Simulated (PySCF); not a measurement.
## Polarisability and C₆ of Cr²⁺ (chromium, charge +2)

[Ar] 3d3 4s1, high-spin 5F determinant (an excited configuration). Computed with PySCF 2.14 in aug-cc-pVTZ (8s7p5d3f2g, 93 functions), with the non-relativistic Hamiltonian (point nucleus). Coupled (time-dependent) response in atomic units; α is the mean over directions.

```json
{"method": "UHF", "mean α (bohr³)": "28.81", "C₆ (like pair)": "133.2", "S(−4)": "791.0"}
{"method": "PBE", "mean α (bohr³)": "22.06", "C₆ (like pair)": "96.07", "S(−4)": "430.1"}
{"method": "PBE0", "mean α (bohr³)": "23.64", "C₆ (like pair)": "104.3", "S(−4)": "506.0"}
```

S(−4) is the Cauchy moment in α(ω) = α(0) + S(−4) ω² + …

α(iu) at PBE0:

```json
{"u (hartree)": "0", "α(iu) (bohr³)": "23.64"}
{"u (hartree)": "0.0500", "α(iu) (bohr³)": "22.45"}
{"u (hartree)": "0.100", "α(iu) (bohr³)": "19.56"}
{"u (hartree)": "0.200", "α(iu) (bohr³)": "13.30"}
{"u (hartree)": "0.300", "α(iu) (bohr³)": "9.150"}
{"u (hartree)": "0.500", "α(iu) (bohr³)": "5.255"}
{"u (hartree)": "0.750", "α(iu) (bohr³)": "3.374"}
{"u (hartree)": "1.00", "α(iu) (bohr³)": "2.484"}
{"u (hartree)": "1.50", "α(iu) (bohr³)": "1.605"}
{"u (hartree)": "2.00", "α(iu) (bohr³)": "1.152"}
{"u (hartree)": "3.00", "α(iu) (bohr³)": "0.6830"}
{"u (hartree)": "5.00", "α(iu) (bohr³)": "0.3207"}
```

For an ion, C₆ is the dispersion term alone; charge-induced terms of lower order in 1/R come first.
